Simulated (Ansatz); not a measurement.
Relaxation of B11 with UKS r2SCAN-D4/def2-SVP.

```sh
$ ansatz run in.yaml --threads 4 --pin off --events-out ev --progress --plain --max-ram 6963MiB
```

```yaml
crystal:
  periodic: [false, false, false]
  atoms:
    - {symbol: B, position_ang: [1.340480, -1.809450, 0.459080]}
    - {symbol: B, position_ang: [0.016640, 1.379470, -1.261510]}
    - {symbol: B, position_ang: [1.391370, -0.301400, 0.785000]}
    - {symbol: B, position_ang: [-0.404380, -1.416000, -1.666730]}
    - {symbol: B, position_ang: [-0.734050, 2.296130, -0.235500]}
    - {symbol: B, position_ang: [-0.317140, 0.086540, -2.030690]}
    - {symbol: B, position_ang: [-0.748270, 1.636460, 1.166090]}
    - {symbol: B, position_ang: [0.688500, 1.064180, 0.317710]}
    - {symbol: B, position_ang: [-0.022240, -2.027800, -0.297890]}
    - {symbol: B, position_ang: [-0.952790, 0.183110, 1.672690]}
    - {symbol: B, position_ang: [-0.258110, -1.091230, 1.091740]}
basis:
  gaussian: {orbitals: def2-SVP}
magnetization: {spin_polarized: true, initial_magnetization: 1}
hamiltonian: {xc: r2scan, dispersion: d4}
scf: {lower_state_search: "off"}
output: {orbitals: {seedname: orbitals}}
relax: {f_tol: 0.03, max_steps: 70}
```

Hardware: 4 threads of Arm Neoverse V1 on a shared host. Wall time 2.1 min.

Positions (Å) and forces (eV/Å) at steps 1, 2, 3, 4, 5, 6, 7, 8, 9, 10, 11, 12, 13, 14, 15, 16, 17, 18, 19, 20, 22 of 22:

```xyz
11
step=1 energy=-7416.8526 eV
B     1.340   -1.809    0.459   -0.896   -0.108    0.791
B     0.017    1.379   -1.262    0.087    0.864   -0.736
B     1.391   -0.301    0.785   -0.037   -0.238    0.160
B    -0.404   -1.416   -1.667   -0.632   -1.334   -0.033
B    -0.734    2.296   -0.235    1.212   -0.302    0.610
B    -0.317    0.087   -2.031    0.486    0.697   -0.846
B    -0.748    1.636    1.166   -0.609    1.217    0.486
B     0.689    1.064    0.318   -2.141    1.469    0.243
B    -0.022   -2.028   -0.298   -0.054   -1.093    0.147
B    -0.953    0.183    1.673    0.724    0.138    0.025
B    -0.258   -1.091    1.092    1.860   -1.311   -0.848
11
step=2 energy=-7417.7305 eV
B     1.317   -1.837    0.487   -0.710    0.448    0.256
B     0.019    1.451   -1.302   -0.206    0.103   -0.372
B     1.351   -0.285    0.714   -0.291   -0.108   -0.006
B    -0.481   -1.452   -1.628    0.282   -0.016    0.104
B    -0.689    2.358   -0.208    1.005   -0.853    0.545
B    -0.176    0.074   -2.044   -0.031    0.156    0.050
B    -0.847    1.700    1.203   -0.165    0.070    0.199
B     0.567    1.112    0.338   -1.254    0.448    0.206
B    -0.026   -2.151   -0.299   -0.107   -0.404    0.056
B    -0.827    0.181    1.678    0.670    0.636   -0.726
B    -0.208   -1.151    1.063    0.807   -0.481   -0.313
11
step=3 energy=-7418.0941 eV
B     1.269   -1.840    0.529    0.169    0.286   -0.424
B    -0.034    1.494   -1.333   -0.339   -0.010    0.105
B     1.281   -0.269    0.647   -0.233   -0.053    0.075
B    -0.404   -1.497   -1.611    0.347    0.409    0.297
B    -0.580    2.406   -0.139    0.083   -0.427   -0.049
B    -0.159    0.069   -2.020    0.001   -0.008    0.256
B    -0.897    1.762    1.252    0.201   -0.215   -0.014
B     0.443    1.130    0.344    0.148   -0.358   -0.012
B    -0.026   -2.271   -0.292    0.068    0.019    0.059
B    -0.705    0.212    1.603    0.265    0.283   -0.618
B    -0.188   -1.196    1.019   -0.709    0.075    0.326
11
step=4 energy=-7418.2197 eV
B     1.259   -1.837    0.514    0.361    0.033   -0.321
B    -0.089    1.521   -1.349   -0.151   -0.100   -0.077
B     1.240   -0.277    0.643   -0.228    0.023    0.121
B    -0.348   -1.475   -1.566    0.297    0.191    0.303
B    -0.579    2.404   -0.129   -0.071    0.013    0.063
B    -0.130    0.082   -1.995    0.031    0.164    0.163
B    -0.855    1.779    1.271    0.035   -0.155    0.035
B     0.425    1.119    0.314    0.257   -0.170   -0.270
B    -0.027   -2.307   -0.275   -0.120   -0.133    0.121
B    -0.679    0.218    1.548    0.209    0.048   -0.221
B    -0.216   -1.227    1.024   -0.619    0.086    0.083
11
step=5 energy=-7418.5073 eV
B     1.247   -1.846    0.464    0.372   -0.053   -0.342
B    -0.200    1.595   -1.395   -0.009   -0.089   -0.110
B     1.147   -0.299    0.632   -0.273   -0.088    0.242
B    -0.206   -1.429   -1.444    0.269   -0.164    0.558
B    -0.589    2.427   -0.107   -0.069    0.280   -0.029
B    -0.065    0.125   -1.928    0.226    0.301    0.392
B    -0.786    1.790    1.293    0.008    0.018    0.104
B     0.402    1.111    0.221   -0.133    0.080   -0.789
B    -0.056   -2.407   -0.217   -0.323   -0.050   -0.018
B    -0.606    0.221    1.465    0.215   -0.401    0.250
B    -0.289   -1.288    1.016   -0.284    0.168   -0.259
11
step=6 energy=-7418.9055 eV
B     1.230   -1.860    0.393    0.259   -0.031   -0.400
B    -0.314    1.662   -1.441    0.344   -0.415   -0.179
B     1.062   -0.320    0.591   -0.090   -0.158    0.080
B    -0.069   -1.394   -1.310    0.334    0.051    0.507
B    -0.611    2.457   -0.095   -0.142    0.168   -0.014
B     0.063    0.167   -1.819    0.018    0.477    0.786
B    -0.714    1.803    1.318    0.068   -0.174   -0.028
B     0.339    1.093    0.107   -0.480   -0.104   -0.917
B    -0.108   -2.494   -0.167   -0.287    0.169   -0.013
B    -0.531    0.215    1.427    0.183   -0.108    0.446
B    -0.347   -1.329    0.996   -0.206    0.125   -0.267
11
step=7 energy=-7419.3117 eV
B     1.225   -1.872    0.290    0.397   -0.874   -0.004
B    -0.332    1.717   -1.499    0.313    0.073    0.209
B     1.000   -0.346    0.548    0.257    0.261   -0.418
B     0.042   -1.336   -1.172   -0.030    0.507    0.207
B    -0.663    2.460   -0.113   -0.135   -0.032    0.184
B     0.171    0.217   -1.665   -0.028   -0.188    0.270
B    -0.668    1.795    1.320   -0.005    0.108   -0.549
B     0.228    1.036   -0.021   -0.731   -0.313    0.024
B    -0.175   -2.530   -0.129    0.157    0.450    0.191
B    -0.445    0.209    1.456    0.285    0.042    0.108
B    -0.383   -1.349    0.985   -0.479   -0.033   -0.221
11
step=8 energy=-7419.5320 eV
B     1.250   -1.971    0.255   -0.029   -0.179    0.006
B    -0.259    1.804   -1.523    0.168   -0.185    0.533
B     1.000   -0.386    0.442    0.362    0.352   -0.339
B     0.090   -1.232   -1.034   -0.249   -0.434   -0.122
B    -0.757    2.443   -0.126    0.285    0.151   -1.198
B     0.240    0.258   -1.561    0.136   -0.022   -1.907
B    -0.677    1.781    1.281   -0.008   -0.841    0.163
B     0.075    0.951   -0.107   -0.832    0.553    2.621
B    -0.226   -2.511   -0.085    0.413    0.113   -0.097
B    -0.325    0.208    1.485    0.429    0.140   -0.078
B    -0.412   -1.343    0.973   -0.675    0.352    0.419
11
step=9 energy=-7419.7843 eV
B     1.244   -1.976    0.254    0.127    0.221   -0.003
B    -0.199    1.794   -1.496    0.034   -0.011    0.075
B     1.018   -0.370    0.385    0.257   -0.104   -0.095
B     0.075   -1.233   -1.045   -0.079    0.075   -0.313
B    -0.752    2.432   -0.156   -0.053    0.149    0.156
B     0.249    0.257   -1.605    0.163   -0.108   -0.389
B    -0.728    1.733    1.281   -0.034    0.174   -0.381
B     0.021    0.933   -0.059   -0.281   -0.134    0.825
B    -0.231   -2.476   -0.076   -0.011   -0.141    0.213
B    -0.275    0.210    1.526    0.281    0.185   -0.138
B    -0.421   -1.304    0.993   -0.405   -0.305    0.051
11
step=10 energy=-7419.1626 eV rejected
B     1.214   -1.885    0.233    0.421   -3.734   -0.137
B    -0.101    1.819   -1.454   -0.082   -0.132   -0.038
B     1.128   -0.402    0.266   -1.317    3.656    0.264
B    -0.057   -1.202   -1.087    0.597   -0.279    0.681
B    -0.837    2.396   -0.188    0.101   -0.198    0.197
B     0.367    0.290   -1.607   -0.302   -0.791    0.501
B    -0.865    1.691    1.240    1.397   -1.251    0.287
B     0.009    0.889   -0.012   -0.178    0.239   -0.401
B    -0.238   -2.468    0.018   -0.150    0.581   -1.198
B    -0.077    0.186    1.540   -1.530    1.154   -0.157
B    -0.543   -1.313    1.052    1.044    0.755    0.004
11
step=11 energy=-7419.8263 eV
B     1.247   -1.970    0.250    0.000    0.223    0.045
B    -0.193    1.783   -1.476    0.055   -0.036    0.024
B     1.033   -0.360    0.358   -0.049   -0.335   -0.046
B     0.071   -1.241   -1.069   -0.052   -0.083    0.018
B    -0.765    2.438   -0.152    0.039    0.086   -0.153
B     0.282    0.250   -1.612   -0.013    0.109    0.169
B    -0.727    1.748    1.272   -0.062   -0.050    0.216
B    -0.015    0.915   -0.028   -0.072   -0.050   -0.295
B    -0.229   -2.482   -0.067    0.044    0.192    0.019
B    -0.244    0.225    1.529    0.019   -0.196   -0.011
B    -0.459   -1.305    0.994    0.091    0.141    0.014
11
step=12 energy=-7419.8352 eV
B     1.253   -1.964    0.246   -0.014    0.033    0.044
B    -0.174    1.790   -1.474    0.023   -0.034    0.014
B     1.027   -0.366    0.342   -0.004   -0.018    0.018
B     0.064   -1.238   -1.064   -0.067   -0.049   -0.123
B    -0.755    2.444   -0.154   -0.021   -0.033    0.047
B     0.284    0.252   -1.607    0.016    0.018    0.081
B    -0.741    1.735    1.273    0.060    0.055   -0.007
B    -0.040    0.901   -0.036   -0.024    0.024   -0.094
B    -0.227   -2.472   -0.056    0.047    0.004   -0.040
B    -0.234    0.219    1.531   -0.052    0.002    0.003
B    -0.457   -1.300    1.001    0.036   -0.002    0.056
11
step=13 energy=-7419.7530 eV rejected
B     1.281   -1.956    0.291    0.274    0.155   -0.285
B    -0.152    1.800   -1.457   -0.082   -0.070   -0.307
B     0.989   -0.376    0.324   -0.331    0.200   -0.400
B     0.017   -1.303   -1.164    0.262    0.367    0.482
B    -0.746    2.477   -0.146    0.234   -0.028   -0.070
B     0.270    0.236   -1.574    0.202    0.034   -0.003
B    -0.692    1.793    1.285   -0.165   -0.347    0.082
B    -0.060    0.923   -0.037    0.016   -0.233    0.261
B    -0.176   -2.460   -0.076   -0.337   -0.435    0.157
B    -0.314    0.218    1.499    0.149   -0.167    0.248
B    -0.416   -1.351    1.054   -0.223    0.523   -0.166
11
step=14 energy=-7419.8408 eV
B     1.260   -1.955    0.252    0.020   -0.037   -0.006
B    -0.168    1.788   -1.471   -0.005    0.028   -0.001
B     1.012   -0.365    0.331    0.000    0.063   -0.071
B     0.053   -1.252   -1.086   -0.013   -0.018    0.012
B    -0.751    2.448   -0.153    0.015   -0.011    0.036
B     0.291    0.249   -1.596    0.037   -0.038    0.063
B    -0.725    1.748    1.278   -0.003    0.004   -0.033
B    -0.055    0.899   -0.037   -0.024    0.017   -0.005
B    -0.214   -2.470   -0.059   -0.012   -0.031   -0.005
B    -0.250    0.218    1.529   -0.020    0.019    0.019
B    -0.453   -1.307    1.011    0.005    0.004   -0.010
11
step=15 energy=-7419.8443 eV
B     1.281   -1.941    0.236   -0.079    0.083    0.028
B    -0.133    1.790   -1.457   -0.015   -0.088   -0.090
B     0.988   -0.350    0.263   -0.027   -0.121   -0.185
B     0.002   -1.291   -1.113    0.103    0.123    0.142
B    -0.736    2.469   -0.147    0.027   -0.029   -0.137
B     0.330    0.231   -1.535   -0.006    0.039   -0.072
B    -0.731    1.769    1.280    0.086   -0.178    0.058
B    -0.102    0.902   -0.032   -0.023    0.127    0.184
B    -0.193   -2.483   -0.048    0.018    0.014   -0.009
B    -0.276    0.223    1.522   -0.093   -0.100    0.115
B    -0.430   -1.318    1.030    0.010    0.130   -0.034
11
step=16 energy=-7419.8517 eV
B     1.273   -1.941    0.245    0.005    0.002    0.033
B    -0.147    1.783   -1.463    0.001   -0.007   -0.002
B     0.993   -0.352    0.264   -0.001   -0.036   -0.129
B     0.016   -1.280   -1.104    0.026   -0.011    0.060
B    -0.741    2.461   -0.150    0.006   -0.015   -0.013
B     0.331    0.235   -1.543    0.003    0.018   -0.019
B    -0.720    1.762    1.283   -0.020   -0.009    0.012
B    -0.093    0.903   -0.028    0.020    0.051    0.027
B    -0.198   -2.479   -0.052   -0.025   -0.014   -0.003
B    -0.273    0.219    1.527   -0.041   -0.026    0.071
B    -0.440   -1.311    1.021    0.026    0.047   -0.039
11
step=17 energy=-7419.8070 eV rejected
B     1.240   -1.942    0.329    0.087   -0.091   -0.066
B    -0.233    1.748   -1.462    0.131    0.045    0.065
B     1.018   -0.352    0.203   -0.057   -0.041   -0.054
B     0.096   -1.323   -1.132   -0.174    0.197    0.071
B    -0.767    2.447   -0.129    0.076    0.019   -0.082
B     0.331    0.226   -1.522    0.078    0.054   -0.084
B    -0.661    1.793    1.320   -0.144   -0.185   -0.083
B    -0.047    0.926   -0.003   -0.119    0.102    0.005
B    -0.204   -2.489   -0.076   -0.047    0.115    0.200
B    -0.281    0.226    1.540   -0.004   -0.062   -0.115
B    -0.492   -1.261    0.932    0.174   -0.153    0.144
11
step=18 energy=-7419.8555 eV
B     1.267   -1.937    0.262    0.075   -0.090    0.017
B    -0.153    1.776   -1.461   -0.016    0.059   -0.012
B     0.996   -0.351    0.215   -0.015    0.054   -0.027
B     0.018   -1.294   -1.110   -0.009    0.026    0.035
B    -0.744    2.459   -0.146   -0.012    0.005    0.044
B     0.344    0.232   -1.522    0.012   -0.050   -0.069
B    -0.717    1.764    1.292   -0.019    0.033   -0.065
B    -0.090    0.913   -0.020    0.039   -0.046    0.101
B    -0.197   -2.481   -0.048   -0.040   -0.053   -0.055
B    -0.283    0.216    1.532   -0.029    0.122    0.032
B    -0.440   -1.298    1.006    0.014   -0.060    0.000
11
step=19 energy=-7419.8561 eV
B     1.267   -1.948    0.268   -0.003    0.054   -0.030
B    -0.158    1.777   -1.462   -0.005   -0.014    0.041
B     1.001   -0.353    0.210   -0.031   -0.018    0.014
B     0.023   -1.291   -1.105   -0.033   -0.024    0.001
B    -0.749    2.459   -0.146    0.003    0.008   -0.020
B     0.342    0.233   -1.528   -0.004    0.027    0.050
B    -0.720    1.768    1.292   -0.019    0.022   -0.003
B    -0.081    0.918   -0.015    0.077   -0.082   -0.013
B    -0.201   -2.487   -0.054    0.000    0.070    0.033
B    -0.284    0.223    1.538   -0.026   -0.110   -0.091
B    -0.440   -1.298    1.002    0.041    0.068    0.019
11
step=20 energy=-7419.8357 eV rejected
B     1.297   -1.953    0.218    0.075    0.215    0.294
B    -0.128    1.776   -1.453   -0.100    0.029   -0.026
B     1.004   -0.363    0.165   -0.077   -0.031    0.098
B    -0.012   -1.306   -1.109   -0.037    0.048    0.079
B    -0.735    2.464   -0.146    0.004    0.016   -0.112
B     0.344    0.222   -1.511   -0.002    0.070    0.061
B    -0.755    1.772    1.287    0.077   -0.014    0.040
B    -0.064    0.928    0.005    0.032   -0.117   -0.065
B    -0.180   -2.479   -0.024   -0.268   -0.118   -0.271
B    -0.331    0.229    1.548    0.081   -0.039   -0.056
B    -0.439   -1.289    1.020    0.216   -0.059   -0.041
11
step=22 energy=-7419.8577 eV
B     1.271   -1.945    0.259    0.009    0.002    0.008
B    -0.152    1.777   -1.461   -0.010    0.008    0.005
B     0.999   -0.355    0.208   -0.003   -0.001    0.005
B     0.012   -1.292   -1.106   -0.004    0.006    0.002
B    -0.747    2.459   -0.148    0.002   -0.011    0.006
B     0.345    0.232   -1.523    0.004   -0.020    0.000
B    -0.727    1.767    1.289   -0.001    0.003   -0.010
B    -0.077    0.918   -0.013    0.007    0.017   -0.001
B    -0.200   -2.483   -0.049   -0.014   -0.007   -0.016
B    -0.291    0.221    1.535   -0.004    0.002   -0.002
B    -0.433   -1.299    1.009    0.013    0.001    0.003
```

The structure comes from a short search, and lower isomers may exist.
